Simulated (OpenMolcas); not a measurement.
Ag2+ among 4 point charges of -2.5 e arranged as a square (D4h), 2.07 Å from the ion.
```
   2.0700    0.0000    0.0000  -2.50
   0.0000    2.0700    0.0000  -2.50
  -2.0700    0.0000    0.0000  -2.50
   0.0000   -2.0700    0.0000  -2.50
```

* Program: OpenMolcas
* Method: SS-CASPT2, IPEA 0.25 Eh, imaginary shift 0.1 Eh (closed shells correlated: 4s 4p)
* Basis: ANO-RCC-VTZP [7s6p4d2f1g]
* Scalar Hamiltonian: DKH2, point nucleus
* Active space: 9 electrons in 5 orbitals (4d)
* State averaging: 2S+1 = 2 even, 5 roots
* Spin-orbit coupling: RASSI with atomic mean-field integrals over the reference wave functions

What is the spin-free ground state (labels of D4, the rotations of D4h)?

2B1, 1-fold in its orbital part, 100 % from free-ion D terms; it has the highest spin that d9 allows.

Where is the first state of the same spin?

2B2 at 6460 cm-1 above the ground state.

What are the lowest two levels with spin-orbit coupling?

A 2-fold level E3/2 with g = 1.90, 1.90, 3.94, then a 2-fold level E3/2 7340 cm-1 above it. Their leading multiplicities are 2 (100 %) and 2 (100 %).

What is χT at 300 K, and how does it compare with the textbook value?

The lowest level has 2S+1 = 2, for which the spin-only value is χT = S(S+1) / 2 = 0.375 cm3 K/mol (g = 2). The computed 0.741 at 300 K differs by +0.366, through orbital momentum, spin-orbit coupling and any other state in reach.

Free-ion shares, where given, are those of the reference states; single-state CASPT2 does not remix them. Point charges carry no covalency, so the field is a model and not that of real ligands. No measured value stands beside these numbers.
